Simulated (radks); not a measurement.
Results of a calculation; reference values are marked as such.
Species: Tm V. Configuration: [Xe] 4f11.

Level of theory: scalar-relativistic Kohn-Sham, r2SCAN, spin-polarised, spherical densities, finite nucleus; open shells are filled with parallel spins first (spin-orbit coupling, left out, can overturn this in heavy ions); meta-GGA in the generalised Kohn-Sham scheme; Fermi nuclear charge, rms radius 5.2256 fm (a radial shooting solver on a logarithmic mesh with Libxc functionals).

Energy parts (eV):
| part | energy |
|---|---|
| total | -369100.03 |
| kinetic | 401144.52 |
| electron-nucleus | -903618.07 |
| Hartree | 141095.81 |
| exchange-correlation | -7722.29 |

Orbitals (lengths in bohr, moments of r in powers of bohr):
orbital  occ.  eigenvalue (eV)      <r^2>   <1/r>      <r>
1s up       1        -59414.00  0.0005487   79.07  0.02001
1s down     1        -59413.99  0.0005487   79.07  0.02001
2s up       1        -10094.32   0.008515   18.44  0.08486
2s down     1        -10094.31   0.008514   18.44  0.08486
2p up       3        -8916.086   0.006948   16.97  0.07542
2p down     3        -8916.071   0.006948   16.97  0.07542
3s up       1        -2323.081    0.05570   6.815   0.2207
3s down     1        -2321.182    0.05565   6.819   0.2206
3p up       3        -1964.534    0.05621   6.348   0.2202
3p down     3        -1962.632    0.05614   6.352   0.2201
3d up       5        -1521.155    0.04693   6.005   0.2000
3d down     5        -1519.698    0.04686   6.009   0.1998
4s up       1        -509.2838     0.2787   2.874   0.4970
4s down     1        -505.4114     0.2788   2.873   0.4971
4p up       3        -390.5922     0.3154   2.631   0.5267
4p down     3        -386.7648     0.3157   2.629   0.5269
4d up       5        -232.1952     0.3735   2.331   0.5676
4d down     5        -228.3962     0.3747   2.328   0.5684
4f up       7         -58.2831     0.6287   1.812   0.7051
4f down     4         -54.7774     0.6559   1.793   0.7174
5s up       1        -103.7494      1.563   1.124    1.181
5s down     1        -102.1729      1.591   1.111    1.191
5p up       3         -74.0325      2.057  0.9652    1.352
5p down     3         -72.9597      2.096  0.9533    1.365
5d up       0         -37.9057      3.757  0.7054    1.813
5d down     0         -37.3467      3.829  0.6973    1.831
6s up       0         -32.2853      8.161  0.4789    2.705
6s down     0         -31.8470      8.307  0.4760    2.728

The highest occupied level is 4f down at -54.777 eV. Spin moment in Bohr magnetons: 3. The spin density at the nucleus is 5.47 e/bohr^3 (1s 0.01, 2s -0.54, 3s -14.33, 4s 4.83, 5s 15.51). The electron density at the nucleus is 1.002e+06 e/bohr^3 (large components only). The density falls to 0.001 e/bohr^3 at r = 2.93 bohr. Summed over all electrons, <r^2> = 29.81 bohr^2, which gives a Langevin (diamagnetic) susceptibility term of -23.6 x 10^-6 cm^3/mol.
